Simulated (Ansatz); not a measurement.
Input file for Ansatz (a first-principles code): R-r2SCAN/def2-TZVPP on H2Sn (SMILES [SnH2]), 2S+1 = 1, a spin state set in the input, which need not be the lowest, at the other state's geometry. Elements past Kr take the def2 small-core potentials; no spin–orbit coupling.

Ansatz 0.2 input:
```yaml
crystal:
  periodic: [false, false, false]
  atoms:
    - {symbol: Sn, position_ang: [-0.00008635, 0.03366835, 0.00000000]}
    - {symbol: H, position_ang: [-1.48727333, -0.84552885, 0.00000000]}
    - {symbol: H, position_ang: [1.49159098, -0.83788862, 0.00000000]}
basis:
  gaussian:
    orbitals: def2-TZVPP
hamiltonian:
  xc: {name: r2SCAN}
```

Program output:

```
WARN ansatz: RAYON_NUM_THREADS=2 ignored (pool sized by the plan → 2); use --threads N
Functional definition: r2SCAN
integrals: 0.01 GiB planned
506 factors; their error is unknown
mean field: 0.18 GiB planned
mean field evaluation 1: about -5863.9340 eV, gradient 1.2e1 eV
mean field evaluation 2: about -5864.2696 eV, gradient 7.1e0 eV
mean field evaluation 4: about -5864.4795 eV, gradient 2.9e-1 eV
mean field evaluation 8: about -5864.4747 eV, gradient 5.0e-3 eV
mean field -5864.47473619 eV, -215.5154714713 hartree, gradient 2.3e-5 eV, S^2 0.000000; 0 other end points of the search recorded, 0 dependent functions left out
reference -5864.47474819 eV, -215.5154719121 hartree; 12, 12 occupied and 66, 66 virtual orbitals, 506 factors
Total energy: -5864.47474819 eV, -215.5154719121 hartree
```

Self-consistency was reached.

Cost: very roughly 1.6 core-seconds.
